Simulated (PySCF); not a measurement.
The scaffold BH2-X carries different groups X. All species are isolated molecules in the gas phase. One relaxed conformer stands for each flexible species; it need not be the lowest. Strings in code marks are SMILES.

Calculation: PySCF with B3LYP-D3(BJ)/def2-TZVP // M06-2X/def2-TZVP. All candidates: neutral, multiplicity 1. B3LYP has the VWN-RPA correlation part, as in Gaussian. Delta-SCF ions had no search for a lower state. Excitations are Tamm–Dancoff values on a coarser integration grid. The basis has no diffuse functions, so Rydberg states are missing or too high.

```json
{
  "T1 excitation (TDA)": "4.26 eV",
  "S1 excitation (TDA)": "4.84 eV",
  "vertical ionisation energy (Delta-SCF)": "11.72 eV"
}
```

Q: Which member has these values?
(A) `BCC`
(B) `BB`
(C) `BC(F)F`
(D) `BSC`

A: C, `BC(F)F`. The others give `BSC`: 4.21 eV, 5.84 eV, 10.08 eV; `BB`: 4.32 eV, 5.10 eV, 11.27 eV; `BCC`: 5.12 eV, 5.66 eV, 11.14 eV
